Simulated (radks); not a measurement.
All-electron atom: Ba5+ in [Kr] 4d10 5s2 5p3.

All-electron calculation, Dirac Kohn-Sham, PBEsol, spin-unpolarised, spherical densities, point nucleus; open shells are shared between the two j in proportion to 2j + 1. Program: a radial shooting solver on a logarithmic mesh with Libxc functionals.

Energy parts (eV):
total: -221234.99
kinetic: 236179.23
electron-nucleus: -535369.89
Hartree: 83213.71
exchange-correlation: -5258.04

Orbitals (lengths in bohr, moments of r in powers of bohr; r(90%) holds 90 % of the orbital's charge):
| orbital | occ. | eigenvalue (eV) | <r> | r(90%) |
|---|---|---|---|---|
| 1s1/2 | 2 | -37268.84 | 0.02559 | 0.0461 |
| 2s1/2 | 2 | -5935.707 | 0.1093 | 0.170 |
| 2p1/2 | 2 | -5595.132 | 0.09195 | 0.151 |
| 2p3/2 | 4 | -5213.632 | 0.09794 | 0.159 |
| 3s1/2 | 2 | -1296.449 | 0.2917 | 0.429 |
| 3p1/2 | 2 | -1153.488 | 0.2816 | 0.423 |
| 3p3/2 | 4 | -1079.741 | 0.2935 | 0.440 |
| 3d3/2 | 4 | -828.7585 | 0.2644 | 0.415 |
| 3d5/2 | 6 | -813.0297 | 0.2681 | 0.420 |
| 4s1/2 | 2 | -297.9795 | 0.6731 | 0.968 |
| 4p1/2 | 2 | -245.9561 | 0.6957 | 1.01 |
| 4p3/2 | 4 | -230.4784 | 0.7227 | 1.05 |
| 4d3/2 | 4 | -145.3654 | 0.7896 | 1.19 |
| 4d5/2 | 6 | -142.7159 | 0.7992 | 1.20 |
| 5s1/2 | 2 | -83.2558 | 1.545 | 2.19 |
| 5p1/2 | 1 | -68.2239 | 1.687 | 2.41 |
| 5p3/2 | 2 | -65.5172 | 1.744 | 2.49 |

The highest occupied level is 5p3/2 at -65.517 eV. For comparison, the ionisation energy in NIST's Atomic Spectra Database is 71 eV (theoretical). In exact Kohn-Sham theory the highest level is minus the ionisation energy, but local and semilocal functionals leave it too shallow, through self-interaction and a potential that decays too fast; potentials with the right tail come closer. Summed over all electrons, <r^2> = 28.87 bohr^2, which gives a Langevin (diamagnetic) susceptibility term of -22.9 x 10^-6 cm^3/mol. The density falls to 0.001 e/bohr^3 at r = 3.23 bohr.

Beside tabulated values, note that spin-unpolarised runs miss the spin-polarisation part of the exchange energy of open shells.
